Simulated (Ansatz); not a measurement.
`C#CO[CH2][AlH][CH3]` → `C#C[O][AlH][CH3]` + `[CH2]` (triplet)  (formal loss of a carbene)

Calculated with Ansatz (gas phase, PBE0-D4/def2-TZVP geometries, no zero-point term in ΔE). CBS: MP2 limit from def2 TZ/QZ plus the TZ coupled-cluster correction, frozen cores. This one scheme is used for every species. DFT in def2-TZVPP. Triplets are unrestricted, without spin–orbit coupling. One conformer a species, not always the lowest.

```json
{"level": "PBE-D4", "ΔE (kJ/mol)": "269.2", "difference from CCSD(T)/CBS": "22.3"}
{"level": "r2SCAN-D4", "ΔE (kJ/mol)": "232.6", "difference from CCSD(T)/CBS": "-14.3"}
{"level": "ωB97M-V", "ΔE (kJ/mol)": "255.2", "difference from CCSD(T)/CBS": "8.3"}
{"level": "PBE", "ΔE (kJ/mol)": "259.8", "difference from CCSD(T)/CBS": "12.9"}
{"level": "r2SCAN", "ΔE (kJ/mol)": "230.2", "difference from CCSD(T)/CBS": "-16.7"}
{"level": "SCS-MP2/def2-TZVPP", "ΔE (kJ/mol)": "243.8", "difference from CCSD(T)/CBS": "-3.1"}
{"level": "CCSD/def2-TZVPP", "ΔE (kJ/mol)": "219.9", "difference from CCSD(T)/CBS": "-27.0"}
{"level": "HF/def2-QZVPP", "ΔE (kJ/mol)": "74.2", "difference from CCSD(T)/CBS": "-172.7"}
{"level": "SCS-MP2/def2-QZVPP", "ΔE (kJ/mol)": "249.6", "difference from CCSD(T)/CBS": "2.7"}
{"level": "HF/CBS(def2)", "ΔE (kJ/mol)": "74.0", "difference from CCSD(T)/CBS": "-172.9"}
{"level": "CCSD(T)/CBS", "ΔE (kJ/mol)": "246.9", "difference from CCSD(T)/CBS": "0"}
```

Largest T1 diagnostic among the species: 0.013.

The D4 term adds +15.0 kJ/mol with B3LYP and +8.0 kJ/mol with PBE0; it sums over pairs of atoms, weighted by their polarisabilities, and B3LYP, whose exchange is more repulsive, gets the larger term. From PBE to PBE0 (25 % exact exchange), in def2-TZVPP and without D4, ΔE moves by −13.4 kJ/mol. In def2-TZVPP, CCSD(T) changes the Hartree–Fock value by +163.1 kJ/mol (the triples alone add +18.4 kJ/mol) and MP2 by +169.1 kJ/mol.

B3LYP here is the variant with VWN-RPA as its local correlation; programs differ in this.
